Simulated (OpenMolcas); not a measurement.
## Ar6+: effect of the active space

```json
{"Program": "OpenMolcas", "Method": "CASSCF", "Basis": "ANO-R3", "Scalar Hamiltonian": "X2C, finite nucleus", "Spin-orbit coupling": "RASSI with atomic mean-field integrals over the reference wave functions, term energies averaged over their components"}
```

A. 2 electrons in 4 orbitals (3s 3p); 2S+1 = 3 even, 3 roots; 2S+1 = 1 even, 7 roots (6 in the spin-orbit step); 2S+1 = 3 odd, 3 roots; 2S+1 = 1 odd, 3 roots; cost about 13 core-seconds
B. 2 electrons in 8 orbitals (3s 3p 4s 4p); 2S+1 = 3 even, 3 roots; 2S+1 = 1 even, 7 roots (6 in the spin-orbit step); 2S+1 = 3 odd, 3 roots; 2S+1 = 1 odd, 3 roots; cost roughly 17 core-seconds

Energies in cm-1 above 3s2 1S0, the measured ground level; measured values from Saloman, J. Phys. Chem. Ref. Data 39, 033101 (2010).

```tsv
Level	A	B	Measured
3s2 1S0	0.0	0.0	0.0
3s 3p 3P* 0	112962	113278	113101
3s 3p 3P* 1	113709	114025	113906
3s 3p 3P* 2	115249	115566	115590
3s 3p 1P* 1	186937	186837	170722
```

Deviations, from unrounded energies. A percentage is the sum of absolute deviations over the sum of measured energies, with the sign that they share, or ± where signs differ.

| Against measurement | Levels | A | B |
| --- | --- | --- | --- |
| mean absolute deviation (cm-1) | 4 | 4200 | 4100 |
| other configurations (%) | 4 | ±3.3 | ±3.2 |

A, B lie about equally close to measurement. The largest miss of B in the table is 3s 3p 1P* 1, by +16000 cm-1. The ranking rests on the paired levels alone, and a cruder setting can come out closer through cancelling errors.

Between A and B the level of the table that moves most is 3s 3p 3P* 2, by 320 cm-1 (lowest in A, highest in B).

Active for correlation alone: 4p 4s; no level in the range computed is led by a configuration that fills them, so any true level of that kind is missing (holds for B). Computed and measured levels are paired by configuration, term and J; levels that our copy of the source lacks, or whose pairing is in doubt (as where it misses far off the trend of its configuration), stay unpaired and out of the deviations. Only configurations of the active space appear. The table leaves out levels that lie high or whose names do not pair safely across all columns.

* marks odd parity.
